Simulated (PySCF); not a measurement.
## Levels of Xe⁴³⁺ from EOM-EA-GCCSD

Reference: closed-shell Xe⁴⁴⁺, [Ne]; one electron is added. Calculated with PySCF 2.14, two-component X2C-1e with screened spin-orbit coupling, an even-tempered Gaussian basis (17 s from 5.5 bohr⁻², ratio 2.6; 13 p from 7.2 bohr⁻², ratio 2.6; 6 d from 7.4 bohr⁻², ratio 2.8; 3 f from 170 bohr⁻², ratio 2.8); frozen 1s2; the 48 highest virtual spinors dropped; of the others 44 kept and the rest restored at second order. No Breit or QED terms. Binding energies in eV.

```json
{"level": "3s1/2", "Koopmans": "3334.2", "second order": "3335.0", "EOM-CCSD": "3335.0"}
{"level": "3p1/2", "Koopmans": "3234.3", "second order": "3235.2", "EOM-CCSD": "3235.2"}
{"level": "3p3/2", "Koopmans": "3147.0", "second order": "3147.9", "EOM-CCSD": "3147.9"}
{"level": "3d3/2", "Koopmans": "3019.1", "second order": "3019.8", "EOM-CCSD": "3019.8"}
{"level": "3d5/2", "Koopmans": "2999.7", "second order": "3000.4", "EOM-CCSD": "3000.4"}
```

Electric-dipole lines between these computed levels:

```csv
lower,upper,ΔE (eV),vacuum wavelength (nm)
3s1/2,3p1/2,99.768,12.43
3s1/2,3p3/2,187.07,6.628
3p1/2,3d3/2,215.44,5.755
3p3/2,3d3/2,128.14,9.676
3p3/2,3d5/2,147.53,8.404
```

For comparison, the ionisation energy of Xe⁴³⁺ is 3333.8 ± 0.5 eV (semi-empirical (NIST evaluation); NIST Atomic Spectra Database, ionization energies).

Only part of the computed levels is shown.
